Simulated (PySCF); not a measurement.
Compound: C7H10O2.
SMILES: `C=C1C[C@H]([C@@H]1C)C(O)=O`

Computed, not measured: PySCF, TDDFT CAM-B3LYP/def2-SVPD, vertical, gas phase, core orbitals frozen in the response. One conformer (not necessarily the lowest) at the PBE0-D3(BJ)/def2-SVP geometry, without solvent, vibrations or thermal averaging. Torsions of this conformer, `[CH2:1]=[C:2]1[CH2:3][C@@H:4]([C:5](=[O:6])[OH:7])[C@@H:8]1[CH3:9]`: C3–C4–C5–O6 9°, H–O7–C5–C4 -177°.

Each state is given a Gaussian of 0.4 eV full width at half maximum, with ε(max) = 2.175×10⁸ f / Δν̃ (Δν̃ the width in cm⁻¹). The width is an assumption, not a result. The curve ends short of the highest state used, and states not computed would add to its high-energy end.

```tsv
E (eV)	ε (L mol⁻¹ cm⁻¹)
5.28	0
5.32	1
5.36	1
5.40	2
5.44	5
5.48	8
5.52	14
5.56	22
5.59	31
5.63	45
5.67	62
5.71	80
5.75	99
5.79	115
5.83	127
5.87	132
5.91	130
5.95	121
5.99	107
6.03	89
6.07	71
6.11	53
6.15	38
6.18	30
6.22	25
6.26	28
6.30	48
6.34	97
6.38	200
6.42	400
6.46	760
6.50	1371
6.54	2341
6.58	3787
6.62	5805
6.66	8432
6.70	11615
6.74	15176
6.77	17923
6.81	21386
6.85	24254
6.89	26168
6.93	26888
6.97	26344
```

Q: Where are the band maxima, and which computed states make them?

A: 211 nm (5.88 eV), ε about 130, made up of S1 (100%); 179 nm (6.93 eV), ε about 27000, made up of S2 (82%) and S3 (18%) (ε in L mol⁻¹ cm⁻¹; maxima over ε = 5, shares over 10%). The states used: S1 5.88 eV (f 0.0020); S2 6.90 eV (f 0.331); S3 7.06 eV (f 0.097); S4 7.23 eV (f 0.0046); S5 7.48 eV (f 0.012); S6 7.57 eV (f 0.035).

Q: Coming from long wavelengths, where does ε first pass 100 L mol⁻¹ cm⁻¹?

A: At about 215 nm (5.75 eV), 0.13 eV below S1.

Q: On this curve, what absorbance would a 10⁻⁵ mol/L sample give at 222 nm over a 1 cm path?

A: 222 nm is 5.585 eV, where ε is about 29 L mol⁻¹ cm⁻¹, so A = ε c l ≈ 0.00029 (Beer–Lambert, with the gas-phase spectrum and the assumed width).

Q: Does any computed singlet lie in the visible range?

A: No computed singlet lies in the visible range (380 to 750 nm); the lowest, at 211 nm, stands 2.62 eV above its violet end (3.26 eV).
